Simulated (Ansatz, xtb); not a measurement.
Relative energy of two conformers of BCl2F2HSi

Structure X: `FB(Cl)[Si@H](F)Cl`, a singlet. Structure Y: `FB(Cl)[Si@H](F)Cl`, a singlet. Both are isolated molecules in the gas phase, relaxed with B3LYP-D3(BJ)/def2-SVP.

X (Å):

```json
{"atom": "B", "x (Å)": "-1.2898", "y (Å)": "-2.1018", "z (Å)": "-0.6922"}
{"atom": "Cl", "x (Å)": "-0.8924", "y (Å)": "-2.8607", "z (Å)": "0.8445"}
{"atom": "Cl", "x (Å)": "0.9818", "y (Å)": "-3.1591", "z (Å)": "-2.8030"}
{"atom": "F", "x (Å)": "-2.5574", "y (Å)": "-2.0071", "z (Å)": "-1.0319"}
{"atom": "F", "x (Å)": "-0.3520", "y (Å)": "-0.4725", "z (Å)": "-3.0344"}
{"atom": "Si", "x (Å)": "0.2163", "y (Å)": "-1.4682", "z (Å)": "-1.8830"}
{"atom": "H", "x (Å)": "1.3156", "y (Å)": "-0.7701", "z (Å)": "-1.1762"}
```

Y (Å):

```tsv
atom	x (Å)	y (Å)	z (Å)
B	-1.1201	0.3391	-0.7568
Cl	-1.8859	0.8169	0.7478
Cl	2.0855	0.9383	-0.4104
F	-1.7360	0.6203	-1.8889
F	0.7563	-1.5985	0.5091
Si	0.6934	-0.5596	-0.7382
H	1.0713	-1.3010	-1.9644
```

Problem. Which of the two would you expect CCSD(T)/def2-SVP + ΔMP2/def2-TZVPP electronic energies to favour?

Solution. Too close to call at this level: CCSD(T)/def2-SVP + ΔMP2/def2-TZVPP gives E(Y) − E(X) = +0.11 kcal/mol.

Level by level:

```
                             level               geometry  E(Y) − E(X) (kcal/mol)  departure from the last row (kcal/mol)  job, with rough time for the two
             B3LYP-D3(BJ)/def2-SVP  B3LYP-D3(BJ)/def2-SVP                     +0.14                                   +0.03                optimisation, 74 s
                       HF/def2-SVP  B3LYP-D3(BJ)/def2-SVP                     +0.10                                   −0.02           part of the CCSD(T) run
                      MP2/def2-SVP  B3LYP-D3(BJ)/def2-SVP                     +0.13                                   +0.02           part of the CCSD(T) run
                  CCSD(T)/def2-SVP  B3LYP-D3(BJ)/def2-SVP                     +0.10                                   −0.02                      single point
CCSD(T)/def2-SVP + ΔMP2/def2-TZVPP  B3LYP-D3(BJ)/def2-SVP                     +0.11                                                        single point, 29 s
```

The largest departure from CCSD(T)/def2-SVP + ΔMP2/def2-TZVPP is that of B3LYP-D3(BJ)/def2-SVP, 0.03 kcal/mol. Levels run at GFN2-xTB geometries aren't shown. The last row adds to CCSD(T) the change of the MP2 difference between the two basis sets, here +0.02 kcal/mol.

With harmonic frequencies from B3LYP-D3(BJ)/def2-SVP (ideal gas, rigid rotor, one conformer each, 298.15 K, 1 atm): on the last row, ΔE + ΔZPE = +0.11 kcal/mol. A mode under 50 cm⁻¹ makes harmonic enthalpies and free energies unreliable, so none is given.

The correlated steps freeze 18 core orbitals. Codes used: Ansatz 0.2.0; the last row on 1 thread of Intel(R) Xeon(R) 6975P-C (Granite Rapids) on a shared host.
